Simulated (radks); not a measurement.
Q: Valence configurations of Bi. Method: scalar-relativistic Kohn-Sham, PBE, spin-polarised, spherical densities, finite nucleus; open shells are filled with parallel spins first (spin-orbit coupling, left out, can overturn this in heavy ions); Fermi nuclear charge, rms radius 5.5211 fm; computed with a radial shooting solver on a logarithmic mesh with Libxc functionals. Order these by energy: [Xe] 4f14 5d10 6p5; [Xe] 4f14 5d10 6s1 6p4; [Xe] 4f14 5d9 6s2 6p4; [Xe] 4f13.5 5d10 6s2 6p3.5; [Hg] 6p3; [Xe] 4f13 5d10 6s1 6p5; [Xe] 4f12 5d10 6s2 6p5.

A: From the lowest, in eV above it: [Hg] 6p3 0.000; [Xe] 4f14 5d10 6s1 6p4 10.100; [Xe] 4f14 5d10 6p5 21.660; [Xe] 4f14 5d9 6s2 6p4 24.673; [Xe] 4f13.5 5d10 6s2 6p3.5 76.695; [Xe] 4f13 5d10 6s1 6p5 169.00; [Xe] 4f12 5d10 6s2 6p5 334.04. NIST lists [Hg] 6p3 as the ground configuration; this level of theory agrees among the configurations tried. The energies are those of spherical high-spin densities, not of single terms.
